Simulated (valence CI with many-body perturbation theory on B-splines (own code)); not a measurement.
Kr V: calculated level list

Method: valence CI with perturbative core correlation (CI+MBPT): four valence electrons over a frozen Dirac-Fock core [Ar] 3d10, radial functions for each j: 11 s, 11 p, 10 d, 8 f, 5 g, 2 h, with the one-electron correlation potential Σ1, the two-electron term Σ2, the three-electron term Σ3, Breit, model QED; selected CI, second order for the rest, scaled by the run's own slope (own B-spline code, finite nucleus).

Against 34 measured levels this calculation errs by 137 cm⁻¹ on average and by 790 at most. These come from a selection out of Saloman, J. Phys. Chem. Ref. Data 36, 215 (2007). Levels without a partner in it may be off by more. Among the levels kept, up to 1200 cm⁻¹ of a level comes from second order outside the variational space, and about a tenth of that is noise between levels of different J, which matters for small intervals. 7 measured levels below the end of the list, from 289998 cm⁻¹ on, found no clear computed partner, and computed levels of the same name lie up to 46756 cm⁻¹ from them.

Levels 136 to 177 of 177, with energies above the lowest level, 4s2 4p2 3P_0. "Leading %" is the weight of the configuration and term that name the level; weights of strongly mixed levels are sums over their largest components and can fall short. Lifetimes count E1, E2, E3, M1 and M2 decay at the calculated energies, and are blank where another channel may lead or the interval is too uncertain; long ones can be off by a factor of two.

```
No.  Configuration  Term  J  E (eV)  Leading %      g    Second component  Lifetime
136      4s 4p2 4d    3D  2  47.637         44  1.119   16 % 4s 4p2 4d 1D   41.6 ps
137      4s 4p2 4d    3D  1  47.694         41  0.711    9 % 4s2 4p 4f 3D   50.2 ps
138      4s2 4p 6p    1P  1  47.787         18  0.853   17 % 4s2 4p 6p 3D   67.6 ps
139      4s 4p2 5p   5D°  0  47.850         94                               392 ps
140      4s 4p2 5p   3S°  1  47.863         43  1.803  41 % 4s 4p2 5p 5D°    368 ps
141      4s 4p2 5s    1D  2  47.886         44  1.119   19 % 4s2 4p 6p 3P    269 ps
142      4s2 4p 6p    3P  2  48.023         44  1.319   33 % 4s2 4p 6p 3D    346 ps
143      4s2 4p 6p    3S  1  48.024         45  1.617   23 % 4s2 4p 6p 3P    109 ps
144      4s 4p2 5p   5D°  1  48.058         53  1.730  41 % 4s 4p2 5p 3S°    376 ps
145      4s2 4p 6p    3D  3  48.113         82  1.334   10 % 4s 4p2 5s 3D    242 ps
146      4s 4p2 4d    1P  1  48.160         50  1.267   22 % 4s2 4p 6p 3S   47.4 ps
147      4s 4p2 5p   5D°  2  48.180         89  1.524   6 % 4s 4p2 5p 5P°    388 ps
148      4s2 4p 6p    1D  2  48.438         44  1.070   34 % 4s 4p2 5s 1D    360 ps
149      4s 4p2 5p   5D°  3  48.527         92  1.507   4 % 4s 4p2 5p 5P°    387 ps
150      4s2 4p 6p    1S  0  48.647         81          11 % 4s2 4p 6p 3P    699 ps
151      4s 4p2 5p   5P°  2  48.747         47  1.837  38 % 4s 4p2 5p 5S°    433 ps
152      4s 4p2 4d    3P  2  48.774         78  1.468          6 % 4p4 3P   20.4 ps
153      4s 4p2 5p   5P°  1  48.844         74  2.126  14 % 4s 4p2 5p 3D°    408 ps
154      4s 4p2 5p   5D°  4  48.960         95  1.497                        384 ps
155      4s 4p2 5p   3D°  1  49.046         77  0.840  14 % 4s 4p2 5p 5P°    438 ps
156      4s 4p2 4d    3P  1  49.058         76  1.451          7 % 4p4 3P   20.2 ps
157      4s2 4p 5f    1F  3  49.115         43  1.000   40 % 4s 4p2 4d 1F   40.2 ps
158      4s 4p2 4d    3P  0  49.150         77                 8 % 4p4 3P   19.8 ps
159      4s 4p2 5p   5P°  3  49.203         71  1.583  21 % 4s 4p2 5p 3D°    395 ps
160      4s 4p2 5p   5S°  2  49.212         44  1.638  37 % 4s 4p2 5p 3D°    461 ps
161      4s 4p2 5p   3D°  2  49.359         48  1.503  31 % 4s 4p2 5p 5P°    441 ps
162      4s 4p2 5p   3D°  3  49.793         71  1.399  21 % 4s 4p2 5p 5P°    432 ps
163      4s2 4p 5f    1G  4  49.824         33  1.096   25 % 4s2 4p 5f 3G    182 ps
164      4s2 4p 5f    3F  2  49.872         49  0.792   18 % 4s2 4p 5f 1D   83.2 ps
165      4s2 4p 5f    3F  3  49.927         45  0.990   31 % 4s2 4p 5f 3G    128 ps
166      4s 4p2 5p   3P°  0  49.987         94                               435 ps
167      4s 4p2 5p   3P°  1  50.162         87  1.489                        429 ps
168      4s 4p2 5p   3P°  2  50.259         86  1.476                        414 ps
169      4s2 4p 5f    3G  3  50.332         53  0.916   15 % 4s2 4p 5f 3F   85.0 ps
170      4s2 4p 5g   3F°  4  50.454         42  1.124  27 % 4s2 4p 5g 1G°    366 ps
171      4s2 4p 5g   3G°  3  50.461         53  0.877  23 % 4s2 4p 5g 1F°    373 ps
172      4s2 4p 5g   3H°  4  50.466         60  0.885  19 % 4s2 4p 5g 3G°    354 ps
173      4s2 4p 5g   3G°  5  50.472         36  1.086  34 % 4s2 4p 5g 3H°    367 ps
174      4s2 4p 5f    1D  2  50.516         32  0.914   30 % 4s 4p2 4d 1D   45.0 ps
175      4s2 4p 5f    3F  4  50.537         39  1.146   31 % 4s2 4p 5f 1G    120 ps
176      4s2 4p 6d   3F°  2  50.592         66  0.769  21 % 4s2 4p 6d 1D°   1.22 ns
177      4s 4p2 5s    3S  1  50.689         76  1.904   11 % 4s 4p2 5s 3P   64.6 ps
```

Names give the largest LS component (configuration and term), which can be under half, so a name can repeat, a term be missing and a line seem to break the LS rules; names also repeat where a configuration has a term twice.

Where two levels of one J and parity lie close, their mixing, g and order are uncertain.
